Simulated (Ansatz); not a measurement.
`[F][GeH2][SiH3]` + silanol → disiloxane + `[F][GeH3]` at 400 K and 1 bar (cleavage of the Si–Ge bond).

Program: Ansatz. Geometries: PBE0-D4/def2-TZVP. ΔE: electronic, gas phase. CCSD(T)/CBS is the MP2 limit (def2-TZVPP, def2-QZVPP) plus CCSD(T) − MP2 in def2-TZVPP, frozen cores. For Ge outer-core shells are correlated without core-valence functions, which leaves a few kJ/mol of doubt a bond. Scalar relativity is left out up to krypton.

| species | CCSD(T)/CBS energy (Eh) | H − E (kJ/mol) | S (J/(mol·K)) |
| --- | --- | --- | --- |
| `[F][GeH2][SiH3]` | -2468.01111 | 140.2 | 355.1 |
| `O[SiH3]` | -366.69042 | 120.0 | 276.4 |
| `[SiH3]O[SiH3]` | -657.01000 | 172.0 | 360.1 |
| `[F][GeH3]` | -2177.72589 | 83.9 | 268.6 |

H − E and S are ideal-gas, rigid-rotor, harmonic terms from PBE0-D4/def2-TZVP. 1 Eh = 2625.50 kJ/mol, R = 8.31446 J/(mol·K).

Question: By hand: ΔE, ΔH, ΔS and ΔG.

Answer: ΔE = (-657.01000) + (-2177.72589) − (-2468.01111) − (-366.69042) = -0.03436 Eh = -90.2 kJ/mol. Δ(H − E) = 172.0 + 83.9 − 140.2 − 120.0 = -4.3, so ΔH = -94.5 kJ/mol. ΔS = 360.1 + 268.6 − 355.1 − 276.4 = -2.8 J/(mol·K). ΔG = -94.5 − 400 × (-2.8)/1000 = -93.4 kJ/mol.

Question: By hand: the equilibrium constant, and the temperature at which ΔG would vanish if ΔH and ΔS stayed fixed.

Answer: log₁₀ K = −ΔG/(RT ln 10) = 12.2. ΔG = 0 at ΔH/ΔS = 33750 K, far beyond where these terms or the molecules hold.

The number of gas molecules stays the same, so ΔS is small and ΔH decides. A doubt of 5 kJ/mol in ΔE shifts log₁₀ K by 0.7 here. Modes under 60 cm⁻¹, often nearly free rotors, make the harmonic entropy too high. These are equilibria of isolated gas molecules and say nothing of rates. Largest T1 diagnostic: 0.012 (customary marks: 0.02 for closed shells, 0.045 for open ones).
